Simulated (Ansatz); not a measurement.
(MgTe)n: r2SCAN-D4/def2-TZVP single points in Ansatz on relaxed structures, gas phase. Each cluster is the lowest isomer that a short search found in that spin, judged at the geometry's level, and lower ones may exist. Core potentials for Te, no spin–orbit coupling. Binding counts from free atoms in the multiplicity of their measured ground term, without zero-point energy. Singlets are spin-restricted. A dash marks a value that wasn't run or was left out as unsound. The structures are stationary points that may keep the symmetry of their start. Remarks come from the PBE and PBE0 runs and from stability tests at other levels; not every state was tested. HOMO above LUMO (over both spins in singlets and doublets, within one spin in higher multiplets; at PBE or PBE0), or a gap under 0.15 eV within one spin, warns that the state may not be the lowest or that an electron is smeared out.

```
              species  atoms    state          geometry  HOMO (eV)  LUMO (eV)  gap (eV)  vertical IE (eV)  binding per atom (eV)          lowest of the spins relaxed  point group (within 0.1 Å)                                                                                                                                          remarks
(MgTe)2 ring (Mg2Te2)      4  singlet   PBE-D4/def2-SVP      -5.06      -3.08      1.98              7.23                   1.94                                    –                         D2h                                                                                                                                                –
               Mg3Te3      6  singlet  PBE0-D4/def2-SVP      -5.61      -2.56      3.04                 –                   2.23  singlet, of singlet/triplet/quintet                         D3h  gap within one spin near zero at PBE or PBE0 (+1 doublet), HOMO above LUMO (+1 doublet), gap within one spin near zero at PBE or PBE0 (triplet)
               Mg4Te4      8  singlet   PBE-D4/def2-SVP      -5.73      -2.82      2.91              7.58                   2.48  singlet, of singlet/triplet/quintet                          Td                                                                                        gap within one spin near zero at PBE or PBE0 (+1 doublet)
```

The gap (eV) runs from 1.98 ((MgTe)2 ring) to 3.04 (Mg3Te3). The binding per atom (eV) runs from 1.94 ((MgTe)2 ring) to 2.48 (Mg4Te4).
